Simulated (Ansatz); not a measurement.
Basis sets compared for TiH₃. Total charge 0; doublet. Geometry PBE-D4/def2-TZVP. Ansatz on 4 threads of AMD EPYC 9R45 on a shared host; times are rough, and most runs start from earlier orbitals.

Cartesian coordinates in Å:
```
Ti 0.1139 0.0217 0.2300
H 1.4785 0.0654 -0.8342
H -0.9076 1.4192 0.2190
H -0.6847 -1.5063 0.3852
```

The 6-31G sets use Cartesian d functions.

Binding counts from free atoms (Ti triplet, H doublet) in the same basis, without a counterpoise term.

```csv
level,functions,energy (Eh),HOMO (eV),LUMO (eV),binding per atom (eV),wall time
HF/STO-3G,21,-841.4190,-6.22,5.98,3.10,0.1 s
HF/6-31G,35,-849.9954,-11.23,0.53,1.18,0.15 s
PBE-D4/def2-SVP,46,-850.7967,-4.80,-3.92,2.11,0.25 s
PBE-D4/def2-TZVP,63,-850.9134,-4.84,-4.01,–,0.3 s
r2SCAN-D4/def2-TZVP,63,-851.1094,-5.33,-3.68,–,0.8 s
PBE0-D4/def2-SVP,46,-850.8205,-6.73,-2.37,1.95,0.35 s
PBE0-D4/def2-TZVP (with forces),63,-850.9359,-6.67,-2.45,1.97,0.85 s
```

Q: Estimate the rows for PBE-D4/def2-TZVPD, r2SCAN-D4/def2-TZVPD, PBE0-D4/def2-TZVPD.

A: 
```csv
level,functions,energy (Eh),HOMO (eV),LUMO (eV),binding per atom (eV),wall time
PBE-D4/def2-TZVPD,75,-850.9144,-4.87,-4.04,–,0.3 s
r2SCAN-D4/def2-TZVPD,75,-851.1101,-5.35,-3.70,–,0.95 s
PBE0-D4/def2-TZVPD,75,-850.9367,-6.69,-2.47,1.98,0.6 s
```
